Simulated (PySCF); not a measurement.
C₅H₅Cl, SMILES C(/C=C\Cl)#CC.

Geometry: PBE0-D3(BJ)/def2-SVP. The structure was generated by enumeration; whether it is a known compound was not checked.

The numbers are results of CAM-B3LYP/def2-TZVP run with PySCF, not measurements.

Computed frontier levels, gap, dipole moment and polarisability:
```json
{
  "highest_occupied_level": "-7.90 eV",
  "lowest_empty_level": "0.12 eV",
  "orbital_gap": "8.01 eV",
  "dipole_moment": "1.30 D",
  "quadrupole, principal values (traceless, Buckingham form, about the centre of nuclear charge)": "-7.31, -4.33, 11.64 D·Å",
  "mean_static_polarisability": "74.7 bohr³ (11.08 Å³)",
  "polarisability_principal_values": "44.4, 67.9, 112.0 bohr³"
}
```
